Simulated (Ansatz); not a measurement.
Species: sum formula HSO (charge 0, doublet). It need not be the lowest isomer of its formula. 
Coordinates optimised at B3LYP-D3(BJ)/def2-TZVP (Ansatz, a first-principles code):
SMILES: O[S]
```xyz
3

O     -0.0524     0.0068    -1.0363
S     -0.0259    -0.0170     0.6033
H      0.8344     0.2184    -1.3626
```
Charge 0, spin multiplicity 2.

Question: Give the harmonic wavenumbers at B3LYP-D3(BJ)/def2-TZVP (Ansatz, finite differences of forces, unscaled).

Answer: 845, 1165, 3726 cm⁻¹. Zero-point energy 8.2 kcal/mol.

Question: From these and the geometry, give the ideal-gas thermochemistry at 298.15 K and 1 atm (rigid rotor, harmonic oscillator).

Answer: Point group Cs, rotational symmetry number 1. Rotational constants 653.3, 16.45, 16.05 GHz. S(trans) 37.60, S(rot) 18.17, S(vib) 0.22, S(elec, spin only) 1.38, S 57.4 cal/(mol K). H(298) - H(0) 2.42 kcal/mol; G - E(el) -6.5 kcal/mol.
